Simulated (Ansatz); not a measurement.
Geometry optimisation, UKS PBE0/def2-SVP (Ansatz).

input.yaml

```yaml
crystal:
  periodic: [false, false, false]
  atoms:
    - { symbol: B, position_ang: [-0.32355, -2.78123, 0.40964] }
    - { symbol: C, position_ang: [-0.17251, -1.43763, 0.20535] }
    - { symbol: C, position_ang: [-0.02295, -0.1817, 0.02542] }
    - { symbol: C, position_ang: [0.12874, 1.09818, -0.16059] }
    - { symbol: H, position_ang: [0.56486, 1.4887, -1.06402] }
    - { symbol: H, position_ang: [-0.17458, 1.81368, 0.5842] }
magnetization:
  spin_polarized: true
  initial_magnetization: 1
basis:
  gaussian: { orbitals: def2-SVP }
hamiltonian:
  xc: pbe0
relax:
  f_tol: 0.02
  max_steps: 40
```

Run as:

```bash
$ ansatz run input.yaml --threads 1 --pin off --max-ram 2048MiB --backend cpu --events-out ev --progress --plain --runs-dir out
```

Problem. Where does it end, and by what steps?

Solution. It converged. After 5 steps the energy has fallen by 0.023 eV; H6 moved furthest, 0.02 Å.

```
step  energy less start (eV)  largest force component (eV/Å)  accepted
   0                  0.0000                           0.589       yes
   1                 -0.0213                           0.144       yes
   2                  0.0659                           1.025        no
   3                 -0.0228                           0.034       yes
   4                 -0.0230                           0.025       yes
   5                 -0.0230                           0.002       yes
```

```xyz
6
Properties=species:S:1:pos:R:3
B -0.329 -2.797 0.408
C -0.170 -1.449 0.211
C -0.021 -0.183 0.027
C 0.130 1.110 -0.162
H 0.574 1.492 -1.086
H -0.184 1.827 0.602
```

Whether the end is a true minimum wasn't checked by a vibrational analysis.

Run time: 14 s on 1 CPU thread of a shared host.
